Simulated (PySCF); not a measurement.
Working out the ionisation energy of Kr²⁺

Kr²⁺ [Ar] 3d10 4s2 4p4 (3P) → Kr³⁺ [Ar] 3d10 4s2 4p3 (4S). Computed with PySCF 2.14 in aug-cc-pVDZ-DK (6s5p3d, 36 functions), with the spin-free X2C one-electron Hamiltonian (Gaussian nucleus). Frozen: [Ar] 3d10. Energies in hartree (1 hartree = 27.21139 eV):

```tsv
part	Kr²⁺ (lower)	Kr³⁺ (upper)
UHF	-2786.714897	-2785.456978
CCSD correlation	-0.090639	-0.074198
(T)	-0.000945	-0.000574
```

Question: What does Hartree-Fock give?

Answer: (-2785.456978) − (-2786.714897) = 1.257919 hartree = 34.230 eV.

Question: What do CCSD and CCSD(T) give?

Answer: The CCSD correlation energies differ by 0.016441 hartree = 0.447 eV and the triples by 0.000371 hartree = 0.010 eV, so CCSD gives 34.677 eV and CCSD(T) 34.687 eV.

Reference: 35.838 ± 0.02 eV (measured; NIST Atomic Spectra Database, ionization energies), between the lowest levels; spin-orbit coupling is absent from the calculation.

A double-zeta basis recovers only part of the correlation energy.

What remains against the reference includes basis incompleteness, the frozen core and higher excitations.
